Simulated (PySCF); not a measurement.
C8H6SSe.

```xyz
16

C     -1.2780     3.0430     0.0000
C     -0.0115     3.5657     0.0000
S      1.1838     2.3337     0.0000
C     -0.0138     1.0759     0.0000
C      0.3788    -0.3167     0.0000
C      1.6492    -0.8453     0.0000
C      1.7198    -2.2667     0.0000
C      0.5095    -2.9002     0.0000
Se    -0.8949    -1.6915     0.0000
C     -1.2806     1.6242     0.0000
H     -2.1805     3.6552     0.0000
H      0.2866     4.6132     0.0000
H      2.5382    -0.2100     0.0000
H      2.6665    -2.8106     0.0000
H      0.3211    -3.9731     0.0000
H     -2.1883     1.0178     0.0000
```

Geometry: PBE0-D3(BJ)/def2-SVP. Other conformers were not sampled.

Calculation: PySCF with B3LYP/pcSseg-1. Non-relativistic, no solvent.

Computed absolute GIAO shielding of each atom: isotropic value and principal components (ppm):
```csv
atom,σ(iso),σ11,σ22,σ33,span
C1,46.9,-35.9,35.8,140.8,176.8
C2,47.8,-45.5,55.0,134.0,179.5
S3,261.5,128.2,286.4,369.9,241.6
C4,29.4,-37.4,12.3,113.3,150.7
C5,22.0,-49.3,5.2,109.9,159.3
C6,51.7,-19.8,42.1,132.7,152.5
C7,45.1,-36.6,36.1,135.8,172.4
C8,39.7,-58.3,46.3,131.1,189.4
Se9,1115.8,783.6,1268.9,1295.1,511.5
C10,52.0,-21.3,43.7,133.5,154.7
H11,24.6,21.5,24.9,27.3,5.7
H12,24.6,21.7,24.9,27.2,5.5
H13,24.2,19.4,24.9,28.2,8.8
H14,24.5,21.3,24.2,28.1,6.9
H15,24.2,21.4,23.4,27.9,6.5
H16,24.3,19.4,24.5,29.0,9.7
```
